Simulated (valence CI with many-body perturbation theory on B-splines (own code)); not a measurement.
# Valence orbitals of Er28+

Method: valence CI with perturbative core correlation (CI+MBPT): four valence electrons over a frozen Dirac-Fock core [Kr], a basis of 9 s, 9 p, 10 d, 8 f, 5 g, 3 h, 1 i functions for each j, with the one-electron correlation potential Σ1 (screened to all orders), the two-electron term Σ2, the three-electron term Σ3, Breit, model QED; selected single and double excitations, second order for the rest (own B-spline code, finite nucleus).

The last digits are not significant, and no measured levels were compared; by estimate large intervals hold to a few tenths of a per cent, small ones and those within an open d or f shell to about a per cent. Only levels of the ground parity were solved; by the run's estimate the other parity begins above the list, which can be wrong where configurations are misplaced.

These are the spectroscopic orbitals of the CI (the correlating ones are not listed), shaped by the core and the other valence electrons. h is the expectation value of the core's Dirac-Fock operator, without the valence repulsion; Σ1 is computed up to l = 3 at one energy for each symmetry, that of its lowest orbital but kept below the first core excitation, so for empty shells it is not the orbital's own correlation shift; Breit and QED include the response of the core.

| Orbital | h (hartree) | Σ1 (cm⁻¹) | Breit (cm⁻¹) | QED (cm⁻¹) | ⟨r⟩ (bohr) |
| --- | --- | --- | --- | --- | --- |
| 5s1/2 | -30.03 | -10983 | 2888 | 2253 | 0.8465 |
| 6s1/2 | -19.331 | -4261 | 1508 | 1184 | 1.313 |
| 7s1/2 | -13.509 | -2190 | 869 | 692 | 1.885 |
| 5p1/2 | -28.571 | -10713 | 4455 | -21.7 | 0.8633 |
| 6p1/2 | -18.555 | -4339 | 2387 | -9.3 | 1.341 |
| 7p1/2 | -13.048 | -2277 | 1400 | -4.8 | 1.926 |
| 5p3/2 | -27.7 | -9663 | 2637 | 196 | 0.8928 |
| 6p3/2 | -18.101 | -4026 | 1431 | 107 | 1.376 |
| 7p3/2 | -12.78 | -2137 | 913 | 64.3 | 1.967 |
| 4d3/2 | -43.603 | -21812 | 4716 | -562 | 0.4902 |
| 5d3/2 | -25.343 | -9705 | 1957 | -187 | 0.9103 |
| 6d3/2 | -16.844 | -4424 | 1047 | -96.9 | 1.423 |
| 4d5/2 | -43.157 | -21200 | 2626 | -313 | 0.4964 |
| 5d5/2 | -25.156 | -9576 | 1144 | -90.1 | 0.9179 |
| 6d5/2 | -16.744 | -4364 | 617 | -46.0 | 1.432 |
| 4f5/2 | -37.016 | -42923 | 689 | -430 | 0.4743 |
| 5f5/2 | -22.635 | -9463 | 419 | -147 | 0.9294 |
| 4f7/2 | -36.916 | -39251 | -451 | -351 | 0.4766 |
| 5f7/2 | -22.589 | -9276 | -44.1 | -114 | 0.9318 |
| 5g7/2 | -20.868 |  | -125 | -54.8 | 0.8919 |
| 5g9/2 | -20.856 |  | -214 | -43.6 | 0.8928 |

Among the shells of the start configuration 4d4, Σ1 is largest in size for 4d3/2, where it is 0.23 % of h.

Lowest root of each symmetry, sizes in configuration state functions:

| J | Parity | Roots | Reference | Variational | Second order | Change by selected CI (cm⁻¹) | Change by second order (cm⁻¹) |
| --- | --- | --- | --- | --- | --- | --- | --- |
| 0 | even | 5 | 28 | 9781 | 44156 | -5311 | -3 |
| 1 | even | 4 | 51 | 18556 | 128583 | -4329 | -9 |
| 2 | even | 8 | 88 | 25728 | 234073 | -4699 | -17 |
| 3 | even | 6 | 85 | 24502 | 247825 | -5221 | -29 |
| 4 | even | 7 | 91 | 25162 | 254576 | -5649 | -33 |
| 5 | even | 2 | 67 | 22912 | 154227 | -5627 | -19 |
| 6 | even | 2 | 55 | 19180 | 179562 | -6010 | -16 |
